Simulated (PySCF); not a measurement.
## Static response to an electric field

Species: Hg(SiH3)2 (singlet state).
Cartesian coordinates in Å at the PBE0-D3(BJ)/def2-SVP level; atoms count from 1:
```xyz
9
H6HgSi2 angstrom
Hg     0.0033   -0.0007   -0.0001
Si     0.0003   -0.0192    2.5084
H      0.9098   -1.0841    3.0405
H     -1.3752   -0.2809    3.0418
H      0.4630    1.2962    3.0564
Si     0.0009    0.0189   -2.5085
H      1.3457    0.4015   -3.0465
H     -1.0012    0.9999   -3.0359
H     -0.3466   -1.3317   -3.0561
```

Level: CAM-B3LYP/def2-SVPD (PySCF), static field, nuclei fixed, core orbitals frozen in the response. The polarisability tensor in these axes (au):

```
x    76.87   0.00  -0.01
y     0.00  76.87  -0.65
z    -0.01  -0.65 161.94
```

Q: Give the principal values, the mean and the anisotropy Δα = √{½[(α1 − α2)² + (α2 − α3)² + (α1 − α3)²]}.

A: Principal values 76.86, 76.87 and 161.95 au; mean 105.23 au = 15.59 Å³ = 17.35 × 10⁻⁴⁰ C²·m²/J; Δα = 85.08 au (81 % of the mean).

Q: What is the dipole moment?

A: 0.01 D at this geometry.

Q: What would n − 1 = 2πNα be for an ideal gas of these molecules at 273.15 K and 1 atm, electronic part alone?

A: N = p/kT = 2.6868 × 10¹⁹ cm⁻³, so n − 1 = 2π × N × 15.59 × 10⁻²⁴ cm³ = 2632 × 10⁻⁶ at long wavelengths, for an ideal gas.

Q: In TDDFT the mean static polarisability is Σ f/ω² over all singlet excitations (ω in hartree). How much of it do the 10 lowest give? Their energies (eV) and oscillator strengths: 4.35, 0.0000; 4.35, 0.0000; 6.04, 0.9377; 6.88, 0.0000; 6.99, 0.0230; 6.99, 0.0313; 6.99, 0.5544; 7.62, 0.0002; 7.62, 0.0003; 7.69, 0.0000.

A: They add up to 28.26 au, 26.9 % of the 105.23 au; the largest single term is 19.04 au, from the state at 6.04 eV. Terms in order: 0.00, 0.00, 19.04, 0.00, 0.35, 0.47, 8.39, 0.00, 0.00, 0.00 au. Higher excitations give the rest. The strengths listed sum to 1.547.

Q: Find the Langevin capture rate constant for O2+ (31.990 u) meeting this molecule (263.971 u), k = 2.342 × 10⁻⁹ cm³/s × √(α in Å³ / reduced mass in u).

A: The reduced mass is 28.53 u, so k = 1.73 × 10⁻⁹ cm³/s.

Isolated species at its PBE0-D3(BJ)/def2-SVP geometry, gas phase. Atoms past krypton carry effective core potentials; spin–orbit coupling is left out.
